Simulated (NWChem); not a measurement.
System: tert-butyl chloride (C4H9Cl); SMILES CC(C)(C)Cl

NWChem input:

```
start job
memory heap 200 mb stack 900 mb global 1100 mb
geometry units angstroms noautosym nocenter noautoz
  C     -0.305712     1.420752    -0.802521
  C      0.000000     0.000000    -0.356355
  C      1.383263    -0.445622    -0.802521
  C     -1.077551    -0.975130    -0.802521
  Cl     0.000000     0.000000     1.474679
  H     -0.317170     1.470890    -1.903695
  H     -1.287326     1.747113    -0.430143
  H      0.455614     2.121686    -0.431198
  H      2.156707     0.241301    -0.430143
  H      1.609627    -1.455416    -0.431198
  H      1.432414    -0.460768    -1.903695
  H     -1.115243    -1.010123    -1.903695
  H     -2.065240    -0.666270    -0.431198
  H     -0.869381    -1.988414    -0.430143
end
basis spherical
  * library def2-svp
end
dft
  xc xpbe96 cpbe96
  iterations 150
end
cosmo
  dielec 2.4
end
task dft energy
```

Excerpt of the output:

```
             Northwest Computational Chemistry Package (NWChem) 7.3.0
             --------------------------------------------------------

                             Geometry "geometry" -> ""
                             -------------------------

 Output coordinates in angstroms (scale by  1.889725989 to convert to a.u.)

  No.       Tag          Charge          X              Y              Z
 ---- ---------------- ---------- -------------- -------------- --------------
    1 C                    6.0000    -0.30571200     1.42075200    -0.80252100
    2 C                    6.0000     0.00000000     0.00000000    -0.35635500
    3 C                    6.0000     1.38326300    -0.44562200    -0.80252100
    4 C                    6.0000    -1.07755100    -0.97513000    -0.80252100
    5 Cl                  17.0000     0.00000000     0.00000000     1.47467900
    6 H                    1.0000    -0.31717000     1.47089000    -1.90369500
    7 H                    1.0000    -1.28732600     1.74711300    -0.43014300
    8 H                    1.0000     0.45561400     2.12168600    -0.43119800
    9 H                    1.0000     2.15670700     0.24130100    -0.43014300
   10 H                    1.0000     1.60962700    -1.45541600    -0.43119800
   11 H                    1.0000     1.43241400    -0.46076800    -1.90369500
   12 H                    1.0000    -1.11524300    -1.01012300    -1.90369500
   13 H                    1.0000    -2.06524000    -0.66627000    -0.43119800
   14 H                    1.0000    -0.86938100    -1.98841400    -0.43014300

 Effective nuclear repulsion energy (a.u.)     241.0553994828

  pbe96 is a nonlocal functional; adding pw91lda local functional.

                                 NWChem DFT Module
                                 -----------------

 Summary of "ao basis" -> "ao basis" (spherical)
 ------------------------------------------------------------------------------
       Tag                 Description            Shells   Functions and Types
 ---------------- ------------------------------  ------  ---------------------
 C                          def2-svp                 6       14   3s2p1d
 Cl                         def2-svp                 8       18   4s3p1d
 H                          def2-svp                 3        5   2s1p

 in cosmo_initialize ...

 solvent parameters
 solvname_short: unkn
 solvname_long:  unknown
 dielec:        2.4000

          ---------------
          -cosmo- solvent
          ---------------
 Cosmo: York-Karplus, doi: 10.1021/jp992097l
 dielectric constant -eps-     =   2.40
 screen = (eps-1)/(eps    )    =   0.58333
 surface charge correction     = lagrangian

   van der Waals surface
 --------------------------

 ---------- ATOMIC COORDINATES (A.U.) ------------ VDWR(ANG.) --
     1   -0.57771191    2.68483198   -1.51654479     2.000
     2    0.00000000    0.00000000   -0.67341330     2.000
     3    2.61398804   -0.84210347   -1.51654479     2.000
     4   -2.03627613   -1.84272850   -1.51654479     2.000
     5    0.00000000    0.00000000    2.78673923     2.050
     6   -0.59936439    2.77957906   -3.59746192     1.300
     7   -2.43269340    3.30156484   -0.81285241     1.300
     8    0.86098562    4.00940517   -0.81484607     1.300
     9    4.07558527    0.45599277   -0.81285241     1.300
    10    3.04175397   -2.75033744   -0.81484607     1.300
    11    2.70686996   -0.87072526   -3.59746192     1.300
    12   -2.10750368   -1.90885568   -3.59746192     1.300
    13   -3.90273770   -1.25906773   -0.81484607     1.300
    14   -1.64289187   -3.75755761   -0.81285241     1.300
 number of segments per atom =         32
 number of   points per atom =         32
 atom (   nspa,  nppa )
 ----------------------
    1 (     13,     0 )       0
    2 (      3,     0 )       0
    3 (     14,     0 )       0
    4 (     12,     0 )       0
    5 (     25,     0 )       0
    6 (     16,     0 )       0
    7 (     14,     0 )       0
    8 (     15,     0 )       0
    9 (     15,     0 )       0
   10 (     14,     0 )       0
   11 (     16,     0 )       0
   12 (     16,     0 )       0
   13 (     14,     0 )       0
   14 (     13,     0 )       0
 number of -cosmo- surface points =      200
 molecular surface =    130.904 angstrom**2
 molecular volume  =    121.507 angstrom**3
 G(cav/disp)       =      1.515 kcal/mol
 -lineq- algorithm             =   0
 -bem- low  level              =   2
 -bem- from -octahedral-
 gaussian surface charge width =   4.50000
 degree of switching           =   1.00000
 switching function tolerance  =   0.00010
 atomic radii =
 --------------
    1  6.000  2.000
    2  6.000  2.000
    3  6.000  2.000
    4  6.000  2.000
    5 17.000  2.050
    6  1.000  1.300
    7  1.000  1.300
    8  1.000  1.300
    9  1.000  1.300
   10  1.000  1.300
   11  1.000  1.300
   12  1.000  1.300
   13  1.000  1.300
   14  1.000  1.300
 ...... end of -cosmo- initialization ......

            General Information
            -------------------
          SCF calculation type: DFT
          Wavefunction type:  closed shell.
          No. of atoms     :    14
          No. of electrons :    50
           Alpha electrons :    25
            Beta electrons :    25
          Charge           :     0
          Spin multiplicity:     1
          Use of symmetry is: off; symmetry adaption is: off
          Maximum number of iterations: 150
          AO basis - number of functions:   119
                     number of shells:    59
          Convergence on energy requested:  1.00D-06
          Convergence on density requested:  1.00D-05
          Convergence on gradient requested:  5.00D-04

              XC Information
              --------------
          PerdewBurkeErnzerhof Exchange Functional  1.000
            Perdew 1991 LDA Correlation Functional  1.000 local
           PerdewBurkeErnz. Correlation Functional  1.000 non-local

             Grid Information
             ----------------
          Grid used for XC integration:  medium
          Radial quadrature: Mura-Knowles
          Angular quadrature: Lebedev.
          Tag              B.-S. Rad. Rad. Pts. Rad. Cut. Ang. Pts.
          ---              ---------- --------- --------- ---------
          C                   0.70       49          10.0       434
          Cl                  1.00       88          10.0       590
          H                   0.35       45          11.0       434
          Grid pruning is: on
          Number of quadrature shells:   689
          Spatial weights used:  Erf1

      Superposition of Atomic Density Guess
      -------------------------------------

 Sum of atomic energies:        -614.31627238

      Non-variational initial energy
      ------------------------------

 Total energy =    -617.444001
 1-e energy   =   -1319.889849
 2-e energy   =     461.390448
 HOMO         =      -0.375473
 LUMO         =       0.065251

   convergence    iter        energy       DeltaE   RMS-Dens  Diis-err
 ---------------- ----- ----------------- --------- --------- ---------
     COSMO gas phase
 d= 0,ls=0.0,diis     1   -617.3173117565 -8.58D+02  9.98D-03  5.78D-01
 d= 0,ls=0.0,diis     2   -617.2828369138  3.45D-02  7.73D-03  7.63D-01
 d= 0,ls=0.0,diis     3   -617.3617542562 -7.89D-02  2.50D-03  1.21D-01
 d= 0,ls=0.0,diis     4   -617.3767695543 -1.50D-02  4.68D-04  4.46D-03
 d= 0,ls=0.0,diis     5   -617.3772995810 -5.30D-04  1.32D-04  3.09D-04
  Resetting Diis
 d= 0,ls=0.0,diis     6   -617.3773401960 -4.06D-05  3.91D-05  7.85D-06
 d= 0,ls=0.0,diis     7   -617.3773413540 -1.16D-06  1.92D-05  6.88D-07
 d= 0,ls=0.0,diis     8   -617.3773413276  2.64D-08  9.96D-06  8.65D-07

   convergence    iter        energy       DeltaE   RMS-Dens  Diis-err
 ---------------- ----- ----------------- --------- --------- ---------
     COSMO solvation phase
 d= 0,ls=0.0,diis     1   -617.3792743426 -1.93D-03  9.28D-04  5.42D-04
 d= 0,ls=0.0,diis     2   -617.3793619532 -8.76D-05  2.94D-04  5.51D-04
 d= 0,ls=0.0,diis     3   -617.3794475763 -8.56D-05  7.21D-05  6.94D-05
 d= 0,ls=0.0,diis     4   -617.3794537927 -6.22D-06  2.85D-05  1.67D-05
 d= 0,ls=0.0,diis     5   -617.3794559019 -2.11D-06  4.88D-06  3.61D-07
 d= 0,ls=0.0,diis     6   -617.3794559468 -4.49D-08  7.12D-07  9.35D-09

         Total DFT energy =     -617.379455946785
      One electron energy =    -1325.100334998000
           Coulomb energy =      519.409001464859
    Exchange-Corr. energy =      -52.851431163480
 Nuclear repulsion energy =      241.055399482785

             COSMO energy =        0.107909267051

 Numeric. integr. density =       50.000006084810

                                   COSMO solvation results
                                   -----------------------

                 gas phase energy =      -617.377341327564
                 sol phase energy =      -617.379455946785
 (electrostatic) solvation energy =         0.002114619220 (    1.33 kcal/mol)

                       DFT Final Molecular Orbital Analysis
                       ------------------------------------

 Vector   23  Occ=2.000000D+00  E=-3.081395D-01
              MO Center= -6.2D-02,  3.7D-02, -5.6D-01, r^2= 3.5D+00
   Bfn.  Coefficient  Atom+Function         Bfn.  Coefficient  Atom+Function
  ----- ------------  ---------------      ----- ------------  ---------------
    32     -0.299119   3 C  px               18      0.292095   2 C  px
    46     -0.244980   4 C  px              110      0.214179  13 H  s
     4     -0.207270   1 C  px               80      0.207155   7 H  s
    90     -0.151643   9 H  s                35     -0.137975   3 C  px
   111      0.120149  13 H  s                95     -0.115169  10 H  s

 Vector   24  Occ=2.000000D+00  E=-2.463995D-01
              MO Center=  5.1D-02,  3.8D-02,  1.1D+00, r^2= 2.0D+00
   Bfn.  Coefficient  Atom+Function         Bfn.  Coefficient  Atom+Function
  ----- ------------  ---------------      ----- ------------  ---------------
    68     -0.445099   5 Cl py               67      0.442275   5 Cl px
    65     -0.320283   5 Cl py               64      0.318253   5 Cl px
    62     -0.187250   5 Cl py               61      0.186063   5 Cl px
    31     -0.124944   3 C  s                 3      0.118552   1 C  s
    19      0.102328   2 C  py               18     -0.101670   2 C  px

 Vector   25  Occ=2.000000D+00  E=-2.463160D-01
              MO Center= -5.1D-02, -3.8D-02,  1.1D+00, r^2= 2.0D+00
   Bfn.  Coefficient  Atom+Function         Bfn.  Coefficient  Atom+Function
  ----- ------------  ---------------      ----- ------------  ---------------
    67      0.445125   5 Cl px               68      0.442293   5 Cl py
    64      0.320372   5 Cl px               65      0.318340   5 Cl py
    61      0.187288   5 Cl px               62      0.186100   5 Cl py
    45      0.140181   4 C  s                48      0.114596   4 C  pz
    18     -0.102229   2 C  px               19     -0.101576   2 C  py

 Vector   26  Occ=0.000000D+00  E=-7.220977D-04
              MO Center= -9.4D-05, -2.1D-04,  3.2D-01, r^2= 3.5D+00
   Bfn.  Coefficient  Atom+Function         Bfn.  Coefficient  Atom+Function
  ----- ------------  ---------------      ----- ------------  ---------------
    17      0.965227   2 C  s                69      0.802545   5 Cl pz
    23      0.707842   2 C  pz               60     -0.606687   5 Cl s
    20      0.486594   2 C  pz               66      0.275853   5 Cl pz
    81     -0.254498   7 H  s                86     -0.253713   8 H  s
    91     -0.254298   9 H  s                96     -0.254228  10 H  s

 Vector   27  Occ=0.000000D+00  E= 3.315987D-02
              MO Center= -5.2D-04, -1.3D-03, -1.4D+00, r^2= 6.8D+00
   Bfn.  Coefficient  Atom+Function         Bfn.  Coefficient  Atom+Function
  ----- ------------  ---------------      ----- ------------  ---------------
     3      1.148816   1 C  s                31      1.149262   3 C  s
    45      1.150459   4 C  s                76     -0.763858   6 H  s
   101     -0.764062  11 H  s               106     -0.764087  12 H  s
    81     -0.492468   7 H  s                86     -0.491765   8 H  s
    91     -0.491996   9 H  s                96     -0.493072  10 H  s

 Vector   28  Occ=0.000000D+00  E= 9.009085D-02
              MO Center= -4.0D-01, -4.7D-01, -4.7D-01, r^2= 7.6D+00
   Bfn.  Coefficient  Atom+Function         Bfn.  Coefficient  Atom+Function
  ----- ------------  ---------------      ----- ------------  ---------------
     3      1.350613   1 C  s                31     -1.255200   3 C  s
    96      1.111665  10 H  s                81     -1.061443   7 H  s
   116      0.918311  14 H  s               111     -0.821476  13 H  s
    50      0.534622   4 C  py               76     -0.519080   6 H  s
   101      0.479985  11 H  s                36      0.453583   3 C  py

     Multipole analysis of the density
     ---------------------------------

     L   x y z        total         alpha         beta         nuclear
     -   - - -        -----         -----         ----         -------
     0   0 0 0      0.000000    -25.000000    -25.000000     50.000000

     1   1 0 0      0.000122      0.000059      0.000059      0.000004
     1   0 1 0      0.000564      0.000283      0.000283     -0.000002
     1   0 0 1     -0.906086     -0.633443     -0.633443      0.360800

     2   2 0 0    -28.920569    -79.689782    -79.689782    130.458996
     2   1 1 0      0.001252      0.000635      0.000635     -0.000018
     2   1 0 1      0.002307      0.001158      0.001158     -0.000008
     2   0 2 0    -28.922131    -79.690588    -79.690588    130.459045
     2   0 1 1      0.003420      0.001707      0.001707      0.000007
     2   0 0 2    -30.107803   -124.523466   -124.523466    218.939129
```

Level: PBE/def2-SVP, COSMO on the gas-phase geometry. All runs use the structure optimised with PBE0/def2-SVP. COSMO prints the solvation energy as gas minus solution, so a positive value is a stabilisation.
